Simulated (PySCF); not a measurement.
H4CdOSi, SMILES [SiH3][O][CdH] at its CAM-B3LYP/def2-SVP optimised geometry (Å):

```
7

Cd    -1.3485     1.0233     0.0000
H     -2.9804     1.0704    -0.0086
O      0.6014     1.0233     0.0000
Si     2.1127     0.4200     0.0889
H      2.7542     0.7418     1.4003
H      2.9804     0.9843    -0.9882
H      2.1359    -1.0704    -0.0574
```

Computed with CAM-B3LYP/def2-TZVP, def2 effective core potentials past Kr in PySCF. The core electrons that the potentials of Cd replace are not part of the density. Cells within 0.4 Å of a nucleus heavier than hydrogen are left out (blank, or x).

Map of the deformation density (molecule minus spherical neutral atoms) (e/bohr³) on the plane z = 0.0 Å:

```
|444444444444444444444444444|
|444444444444444444444444444|
|444444444444444444444444444|
|444444444444444444444444444|
|444444444444444444444444444|
|444444443333344444444444444|
|444444433333334443333344444|
|444444443333344443333334444|
|444444444433344443333333444|
|444334543332356653223333344|
|444336850xx036xx74223433344|
|444335751xx036xx95334433334|
|444444543333355664xx3333334|
|444444444433344433442233334|
|444444443333333334774333334|
|444444433333333335995333344|
|444444443333333344774433444|
|444444444444443333333334444|
|444444444444444433333344444|
|444444444444444444334444444|
|444444444444444444444444444|
|444444444444444444444444444|
|444444444444444444444444444|
|444444444444444444444444444|
|444444444444444444444444444|
|444444444444444444444444444|
|444444444444444444444444444|
```
Scale: ten equal steps from -0.045 (start of '0') to 0.065 (end of '9'), in the order '0123456789'; x runs from -5.00 to 5.00, y from -5.00 (bottom) to 5.00 (top).
